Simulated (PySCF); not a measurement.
Bonds (- single, = double, # triple, : aromatic): C1-C2, C2-Si3, C2-Si4, C2-C5, C5-F6, C5-F7, C5-F8. C1 carries H9, H10, H11; Si3 carries H12, H13, H14; Si4 carries H15, H16, H17.

PySCF 2.14 calculation with GFN2-xTB geometry and PBE0/pcSseg-1 with gauge-including orbitals; relativity neglected, fast rotation and ring inversion assumed for equivalent nuclei, gas phase, a single conformation.

Chemical shifts δ = σref − σ; TMS for 13C (σref 186.93) and 1H (σref 31.72) and 29Si (σref 349.16); CFCl3 for 19F (σref 170.95), all at this level.

| atoms | nucleus | count | Hirshfeld charge | δ (ppm) |
| --- | --- | --- | --- | --- |
| C2 | 13C | 1 | -0.17 | ? |
| F6/F7/F8 | 19F | 3 | -0.09 | ? |
| H9/H10/H11 | 1H | 3 | 0.04 | 1.50 |
| H12/H13/H14/H15/H16/H17 | 1H | 6 | -0.07 | 4.04 |
| Si3/Si4 | 29Si | 2 | 0.30 | -59.5 |
| C5 | 13C | 1 | 0.25 | 140.0 |
| C1 | 13C | 1 | -0.12 | 16.6 |

Task: Complete the table.

Result: 
- C2: 19.7 ppm, fully substituted sp3 carbon bonded to 2 Si
- F6/F7/F8: -78.1 ppm, fluorine of a CF3 group

Shifts are as computed. Against solution values, carbons near 30 ppm lie about +3 ppm off and those near 130 ppm about +5 ppm. Of 1211 compounds with measured shifts, 218 miss one by over three times the rms of a fit or turn the order of signals round; such compounds aren't used in these exercises. Unscaled 19F shifts against computed CFCl3 carry errors that often reach 10 to 50 ppm.
